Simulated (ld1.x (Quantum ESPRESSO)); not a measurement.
Configuration tests for Al (Z = 13) (ultrasoft)

ld1.x (Quantum ESPRESSO) 7.5 input, shortened:

```
&input
   title='Al', zed=13., rel=1, dft='PZ', iswitch=3,
   config='[Ne] 3s2 3p0'
 /
 &inputp
   pseudotype=3, tm=.true., lloc=-1, rcloc=1.35,
   nlcc=.true., rcore=1.00
 /
4
3S  1  0   2.00   0.00  1.55  1.65  0.0
3S  1  0   0.00   1.10  1.55  1.65  0.0
3P  2  1   0.00   0.00  1.75  1.85  0.0
3P  2  1   0.00   0.20  1.75  1.85  0.0
 &test
   configts(1)='3s2 3p0'
 /
```

Energies are relative to the spin-unpolarised reference configuration 3s2 3p0; without spin polarisation the order of configurations can differ from experiment. Spin-polarised rows fill each open shell by Hund’s rule, majority spin first. The frozen-core shift is the all-electron ΔE with the core orbitals held at their reference shape minus the fully relaxed ΔE.

```
   valence configuration  charge  ΔE all-electron (eV)  error AE − PS (meV)  frozen-core shift (meV)
                 3s2 3p1       0                -5.847                 +1.3                     +1.0
                 3s1 3p0      +2                19.377                 -3.4                      +17
               3s2 3p0.5    +0.5                -3.722                 +0.5                     +0.4
               3s2 3p1.3    -0.3                -6.444                 +1.6                     +1.2
                 3s1 3p1      +1                 5.819                 -2.5                     +1.6
                 3s1 3p2       0                -0.691                 -0.9                     +0.1
3s2 3p1 (spin-polarised)       0                -5.982                 +1.6                     +1.2
```

(1) What are ΔE and the potential's error for 3s1 3p0 (spin-polarised)?

(2) What are ΔE and the potential's error for 3s0 3p3?

Answers

(1) ΔE = 18.950 eV all-electron; the error (AE − PS) is -6.4 meV.

(2) ΔE = 4.659 eV all-electron; the error (AE − PS) is -7.1 meV.
